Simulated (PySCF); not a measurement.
## V: ionisation energy

V [Ar] 3d3 4s2 (4F) → V⁺ [Ar] 3d4 (5D), as a difference of total energies. Computed with PySCF 2.14 in aug-cc-pwCVTZ, with the non-relativistic Hamiltonian (point nucleus). Correlated levels: valence: [Ar] frozen; valence and next inner shell: [Ne] frozen; nothing frozen. The calculations carry no spin-orbit coupling.

**Question.** Order these methods by the ionisation energy they give, lowest first.
A. MP2 (all electrons)
B. SCS-MP2 (valence and next inner shell)
C. UHF
D. PBE

**Answer.** C (5.918 eV), A (6.046 eV), D (6.107 eV), B (6.534 eV).

These non-relativistic numbers lack the scalar-relativistic shift.

Errors of the correlated levels include the incompleteness of this basis and the frozen core.

For comparison: 6.732 eV (measured; NIST levels, between the centres of gravity of the two terms).
